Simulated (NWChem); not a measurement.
All runs are NWChem calculations. System: sulfur tetrafluoride (F$_{4}$S), charge 0, spin multiplicity 1, at a geometry optimised with B3LYP/def2-SVP. Level: RHF/def2-TZVP.

Job file:

```
start mol
memory heap 200 mb stack 900 mb global 1100 mb
geometry units angstroms nocenter noautoz
  F      0.000000     1.229437     0.624997
  S      0.000000     0.000000    -0.388014
  F      1.669387     0.000000    -0.280095
  F     -1.669387     0.000000    -0.280095
  F      0.000000    -1.229437     0.624997
  symmetry group C2v
end
basis spherical
  * library def2-tzvp
end
scf
  rhf
  nopen 0
  maxiter 100
  thresh 1e-7
  semidirect memsize 60000000 filesize 0
end
task scf energy
```

NWChem printed:

```
             Northwest Computational Chemistry Package (NWChem) 7.3.0
             --------------------------------------------------------

                                NWChem Input Module
                                -------------------

 Scaling coordinates for geometry "geometry" by  1.889725989
 (inverse scale =  0.529177249)

 Turning off AUTOSYM since
 SYMMETRY directive was detected!

                             Geometry "geometry" -> ""
                             -------------------------

 Output coordinates in angstroms (scale by  1.889725989 to convert to a.u.)

  No.       Tag          Charge          X              Y              Z
 ---- ---------------- ---------- -------------- -------------- --------------
    1 F                    9.0000     0.00000000     1.22943700     0.62499700
    2 S                   16.0000     0.00000000     0.00000000    -0.38801400
    3 F                    9.0000     1.66938700     0.00000000    -0.28009500
    4 F                    9.0000    -1.66938700     0.00000000    -0.28009500
    5 F                    9.0000     0.00000000    -1.22943700     0.62499700

 Effective nuclear repulsion energy (a.u.)     292.8326828677

            Nuclear Dipole moment (a.u.)
            ----------------------------
        X                 Y               Z
 ---------------- ---------------- ----------------
     0.0000000000     0.0000000000     0.0000226767

      Symmetry information
      --------------------

 Group name             C2v
 Group number             16
 Group order               4
 No. of unique centers     3

      Symmetry unique atoms

     1    2    3


 Summary of "ao basis" -> "" (spherical)
 ------------------------------------------------------------------------------
       Tag                 Description            Shells   Functions and Types
 ---------------- ------------------------------  ------  ---------------------
 *                         def2-tzvp                  on all atoms

 Summary of "ao basis" -> "ao basis" (spherical)
 ------------------------------------------------------------------------------
[...]
    77      0.193443  3 F  px               108     -0.193443  4 F  px
    45     -0.160824  2 S  pz

 Vector   27  Occ=0.000000D+00  E= 6.017365D-02  Symmetry=b2
              MO Center= -2.9D-16,  1.2D-14, -6.0D-01, r^2= 2.2D+00
   Bfn.  Coefficient  Atom+Function         Bfn.  Coefficient  Atom+Function
  ----- ------------  ---------------      ----- ------------  ---------------
    50      0.956372  2 S  py                47      0.506828  2 S  py
     5     -0.459621  1 F  s                135      0.459621  5 F  s
    14      0.230867  1 F  pz               144     -0.230867  5 F  pz
    44      0.195160  2 S  py                81     -0.159713  3 F  py
   112     -0.159713  4 F  py                38     -0.152122  2 S  py

 Vector   28  Occ=0.000000D+00  E= 1.653359D-01  Symmetry=a1
              MO Center=  1.8D-13,  3.9D-14, -1.5D-01, r^2= 2.9D+00
   Bfn.  Coefficient  Atom+Function         Bfn.  Coefficient  Atom+Function
  ----- ------------  ---------------      ----- ------------  ---------------
    36      1.456320  2 S  s                 51      1.193837  2 S  pz
     5     -0.763633  1 F  s                135     -0.763633  5 F  s
    35      0.452094  2 S  s                 13      0.444097  1 F  py
   143     -0.444097  5 F  py                48      0.413157  2 S  pz
    34     -0.320396  2 S  s                 73     -0.272495  3 F  s

 Vector   29  Occ=0.000000D+00  E= 2.126156D-01  Symmetry=b1
              MO Center= -7.2D-13, -6.8D-15, -6.6D-01, r^2= 3.3D+00
   Bfn.  Coefficient  Atom+Function         Bfn.  Coefficient  Atom+Function
  ----- ------------  ---------------      ----- ------------  ---------------
    49      1.701945  2 S  px                73     -0.934778  3 F  s
   104      0.934778  4 F  s                 46      0.552752  2 S  px
    80      0.458781  3 F  px               111      0.458781  4 F  px
    12     -0.218109  1 F  px               142     -0.218109  5 F  px
    43      0.207454  2 S  px                37     -0.154212  2 S  px

 center of mass
 --------------
 x =   0.00000000 y =   0.00000000 z =   0.01224444

 moments of inertia (a.u.)
 ------------------
         285.917593463084           0.000000000000           0.000000000000
           0.000000000000         458.966900595862           0.000000000000
           0.000000000000           0.000000000000         583.241365968414

  Mulliken analysis of the total density
  --------------------------------------

    Atom       Charge   Shell Charges
 -----------   ------   -------------------------------------------------------
    1 F    9     9.22   0.77  1.20  0.60  1.03  0.32  2.21  2.27  0.79  0.00  0.02  0.00
    2 S   16    14.86   2.01  0.49  1.47  1.18  0.62  4.15  1.71  0.68  1.52  0.21  0.23  0.45  0.13
    3 F    9     9.36   0.77  1.20  0.60  1.02  0.35  2.22  2.28  0.91  0.00  0.01  0.00
    4 F    9     9.36   0.77  1.20  0.60  1.02  0.35  2.22  2.28  0.91  0.00  0.01  0.00
    5 F    9     9.22   0.77  1.20  0.60  1.03  0.32  2.21  2.27  0.79  0.00  0.02  0.00

       Multipole analysis of the density wrt the origin
       ------------------------------------------------

     L   x y z        total         open         nuclear
     -   - - -        -----         ----         -------
     0   0 0 0     -0.000000      0.000000     52.000000

     1   1 0 0     -0.000000      0.000000      0.000000
     1   0 1 0      0.000000      0.000000      0.000000
     1   0 0 1     -0.419263      0.000000      0.000023

     2   2 0 0    -28.606261      0.000000    179.136560
     2   1 1 0      0.000000      0.000000      0.000000
     2   1 0 1     -0.000000      0.000000      0.000000
     2   0 2 0    -23.315376      0.000000     97.158933
     2   0 1 1     -0.000000      0.000000      0.000000
     2   0 0 2    -22.874133      0.000000     38.753969

 Task  times  cpu:        8.3s     wall:        8.3s

 Total times  cpu:        8.4s     wall:        8.4s
```
